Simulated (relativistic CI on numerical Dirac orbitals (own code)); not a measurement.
**d1 to d9 in one octahedral field**

Computed with a parametric ligand-field model without spin-orbit coupling, by exact diagonalisation: B = 650, C = 2880, 10Dq = 15900 cm⁻¹ (Oh; |10Dq|/B = 24.5) for every shell. Energies in cm⁻¹; the field energy is (0.6 n_e − 0.4 n_t2) × 10Dq of the ground term; g labels are left out.

```tsv
Shell	Ground term	Electrons in e	Field energy	First spin-allowed bands	Lowest term of other spin
d1	2T2	0.000	-6360	2E 15900	
d2	3T1	0.029	-12253	3T2 14628, 3T1 23106	1T2 10013
d3	4A2	0.000	-19080	4T2 15900, 4T1 22364	2E 13426
d4	5E	1.000	-9540	5T2 15900	3T1 1246
d5	?	?	?	?	?
d6	1A1	0.059	-37225	1T1 14179, 1T2 22053	5T2 7312
d7	2E	1.045	-27906	2T1 14033, 2T2 14618	4T1 2236
d8	3A2	2.000	-19080	3T2 15900, 3T1 22364	1E 10805
d9	2E	3.000	-9540	2T2 15900
```

Problem. Fill in the row of d5.

Solution. Ground term: 6A1; Electrons in e: 2.000; Field energy: 0; First spin-allowed bands: none; Lowest term of other spin: 2T2 4518. Low spin: d6, d7; the other shells keep the spin of the free ion. Only d4 to d7 can choose; the field needed to pair spins is smallest for d6 and largest for d5, which loses most exchange energy. In the strong-field picture 10Dq must exceed about 6B + 5C = 18300 (d4), 7.5B + 5C = 19275 (d5), 2.5B + 4C = 13145 (d6) and 4B + 4C = 14120 (d7); mixing of terms shifts these bounds somewhat.
